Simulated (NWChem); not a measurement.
System: BeHSI; SMILES [SH][Be][I]

```xyz
4

Be     0.0218     1.1162     0.0000
I      0.0082    -1.0550     0.0000
S      0.0490     3.0218     0.0000
H     -1.3030     3.0992     0.0000
```
Atoms are numbered in this order, from 1.

Results from NWChem. The geometry was optimised at PBE0/def2-SVP. No frequency run checked for a minimum. def2 effective core potentials on I; no spin-orbit coupling. Ions are spin-unrestricted doublets at the neutral geometry; other ion states weren't tried.

Q: Estimate the computed values for PBE/def2-SVP. Quantities: vertical ionisation energy, ΔSCF (eV); −ε(HOMO) (eV).

A: The vertical ionisation energy, ΔSCF (eV) is 9.39 and the −ε(HOMO) (eV) comes out as 6.48.
